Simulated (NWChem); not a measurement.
System: diphosphane (P₂H₄); SMILES PP

All runs: NWChem. All runs use the structure optimised with B3LYP/6-31G* (spherical d). Ions are spin-unrestricted doublets at the neutral geometry; other ion states weren't tried.

| level | basis functions | vertical ionisation energy, ΔSCF (eV) | −ε(HOMO) (eV) | ΔSCF minus −ε(HOMO) (eV) | relative time |
|---|---|---|---|---|---|
| PBE/STO-3G | 22 | 6.35 | 2.45 | 3.90 | 1 |
| PBE/def2-SVP | 56 | 8.90 | 5.74 | 3.16 | 2 |
| PBE/def2-SVPD | 80 | 8.89 | 5.81 | 3.08 | 5 |
| PBE/def2-TZVP | 98 | 8.90 | 5.83 | 3.07 | 8 |
| PBE/def2-TZVPD | 122 | 8.91 | 5.86 | 3.05 | 20 |
| PBE/def2-TZVPP | 140 | 8.90 | 5.83 | 3.07 | 20 |

Times are rough ratios from one shared machine.
